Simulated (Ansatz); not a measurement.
`CO[CH2][ZnH]` + `BN` → `BNCOC` + `[ZnH2]`  (substitution at a C–Zn bond)

Isolated molecules relaxed with PBE0-D4/def2-TZVP in Ansatz; ΔE leaves out vibrations. CCSD(T)/CBS is the MP2 limit (def2-TZVPP, def2-QZVPP) plus CCSD(T) − MP2 in def2-TZVPP, frozen cores. This one scheme is used for every species. Functionals use def2-TZVPP. B3LYP here is the variant with VWN-RPA as its local correlation; programs differ in this. For Zn outer-core shells are correlated without core-valence functions, which leaves a few kJ/mol of doubt a bond. Scalar relativity is left out up to krypton. Each species was taken in one conformer, which may not be the lowest.

```json
{"level": "r2SCAN-D4", "ΔE (kJ/mol)": "12.0"}
{"level": "B3LYP-D4", "ΔE (kJ/mol)": "11.7"}
{"level": "ωB97X-V", "ΔE (kJ/mol)": "8.5"}
{"level": "r2SCAN", "ΔE (kJ/mol)": "12.8"}
{"level": "HF/def2-TZVPP", "ΔE (kJ/mol)": "-2.6"}
{"level": "MP2/def2-QZVPP", "ΔE (kJ/mol)": "19.9"}
{"level": "SCS-MP2/def2-QZVPP", "ΔE (kJ/mol)": "16.0"}
{"level": "CCSD/CBS(def2)", "ΔE (kJ/mol)": "15.1"}
```

What does CCSD(T)/CBS give? (Estimate.)

Computed: +16.2 kJ/mol. The listed levels differ from it by -4.2, -4.5, -7.7, -3.4, -18.8, 3.7, -0.2, -1.1 kJ/mol.

Largest T1 diagnostic among the species: 0.016.

In def2-TZVPP, CCSD(T) changes the Hartree–Fock value by +14.1 kJ/mol (the triples alone add +1.1 kJ/mol) and MP2 by +19.6 kJ/mol. The D4 term adds −3.1 kJ/mol with B3LYP and −1.8 kJ/mol with PBE0; it sums over pairs of atoms, weighted by their polarisabilities, and B3LYP, whose exchange is more repulsive, gets the larger term. From PBE to PBE0 (25 % exact exchange), in def2-TZVPP and without D4, ΔE moves by −4.4 kJ/mol.
